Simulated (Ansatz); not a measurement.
Consider the substitution at a C–S bond: `N=C([SiH3])S` + H₂Se → `N=C([SiH3])[SeH]` + H₂S.

Calculated with Ansatz (gas phase, PBE0-D4/def2-TZVP geometries, no zero-point term in ΔE). CCSD(T)/CBS adds triple-zeta CCSD(T) − MP2 to the extrapolated MP2 energy (def2 sets, frozen cores). This one scheme is used for every species. For Se outer-core shells are correlated without core-valence functions, which leaves a few kJ/mol of doubt a bond. Scalar relativity is left out up to krypton. One conformer a species, not always the lowest.

`N=C([SiH3])S`:

Z-matrix (Å, degrees):
```
Si
C 1 1.894
H 1 1.479 2 109.4
H 1 1.487 2 108.5 3 -121.4
H 1 1.486 2 108.3 3 121.3
S 2 1.778 1 118.2 3 169.3
N 2 1.266 1 118.6 3 -12.8
H 6 1.343 2 97.5 1 -6.8
H 7 1.023 2 113.7 1 -178.7
```

H₂Se:

Z-matrix (Å, degrees):
```
Se
H 1 1.467
H 1 1.467 2 91.2
```

`N=C([SiH3])[SeH]`:

Z-matrix (Å, degrees):
```
Si
C 1 1.893
H 1 1.484 2 109.6
H 1 1.484 2 109.6 3 -119.9
H 1 1.486 2 107.2 3 120.1
Se 2 1.922 1 117.1 3 59.7
N 2 1.265 1 126.7 3 -120.3
H 6 1.470 2 94.8 1 -0.2
H 7 1.020 2 111.5 1 0.0
```

H₂S:

Z-matrix (Å, degrees):
```
S
H 1 1.341
H 1 1.341 2 92.3
```

```tsv
species	SCS-MP2/def2-QZVPP energy (Eh)
`N=C([SiH3])S`	-782.47247
H₂Se	-2401.59263
`N=C([SiH3])[SeH]`	-2785.13260
H₂S	-398.93269
```

(1) Work out ΔE.

Largest T1 diagnostic among the species: 0.014.

Results:

(1) ΔE = (-2785.13260) + (-398.93269) − (-782.47247) − (-2401.59263) = -0.00019 Eh = -0.01 eV. CCSD(T)/CBS gives +0.01 eV.

In def2-TZVPP, CCSD(T) changes the Hartree–Fock value by −0.05 eV (the triples alone add +0.00 eV) and MP2 by −0.07 eV.
